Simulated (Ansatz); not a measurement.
Cd(SiH3)(OSiH3) (CdH6OSi2), SMILES [SiH3][O][Cd][SiH3]. Atoms are numbered in the order given.

```xyz
10

Cd    -0.4106     0.4995     0.0324
Si    -1.9694     1.7570     1.4985
H     -2.6391     0.8353     2.4621
H     -3.0175     2.4280     0.6753
H     -1.2316     2.7991     2.2706
O      0.8621    -0.5438    -1.0831
Si     1.4035    -0.7718    -2.6156
H      0.3116    -1.2178    -3.5439
H      2.4724    -1.8172    -2.6413
H      1.9812     0.4810    -3.2071
```
Charge 0, spin multiplicity 1.

Geometry: B3LYP-D3(BJ)/def2-SVP. The structure was generated by enumeration; whether it is a known compound was not checked. The def2 effective core potentials stand for the cores of Cd; spin–orbit coupling is left out. Other conformers were not sampled.

Two levels are set side by side: PBE-D3(BJ)/def2-SVP (Ansatz, a program for electronic structure) and B3LYP-D3(BJ)/def2-SVP (Ansatz). Each level has its own optimised geometry; the coordinates shown are those of the second. Differences are taken from unrounded values.

| quantity | B3LYP-D3(BJ) |
|---|---|
| mean bond length (Å) | 1.676 |
| bond Cd1–Si2 (Å) | 2.482 |
| bond Cd1–O6 (Å) | 1.988 |
| bond O6–Si7 (Å) | 1.641 |
| bond Si2–H3 (Å) | 1.492 |
| bond Si2–H4 (Å) | 1.492 |
| bond Si2–H5 (Å) | 1.492 |
| bond Si7–H8 (Å) | 1.501 |
| bond Si7–H9 (Å) | 1.495 |
| bond Si7–H10 (Å) | 1.501 |

Problem. What does PBE-D3(BJ) give, and how far is it from B3LYP-D3(BJ)? (The exact figures need the calculation; the answer reports its results.)

Solution. 
| quantity | PBE-D3(BJ) | PBE-D3(BJ) minus B3LYP-D3(BJ) |
|---|---|---|
| mean bond length (Å) | 1.687 | 0.011 |
| bond Cd1–Si2 (Å) | 2.472 | -0.010 |
| bond Cd1–O6 (Å) | 1.998 | 0.010 |
| bond O6–Si7 (Å) | 1.660 | 0.018 |
| bond Si2–H3 (Å) | 1.505 | 0.013 |
| bond Si2–H4 (Å) | 1.505 | 0.013 |
| bond Si2–H5 (Å) | 1.505 | 0.013 |
| bond Si7–H8 (Å) | 1.514 | 0.013 |
| bond Si7–H9 (Å) | 1.508 | 0.012 |
| bond Si7–H10 (Å) | 1.514 | 0.013 |

Exact exchange shortens and stiffens bonds; PBE has none. Differences between two approximate levels are no errors against the true value.
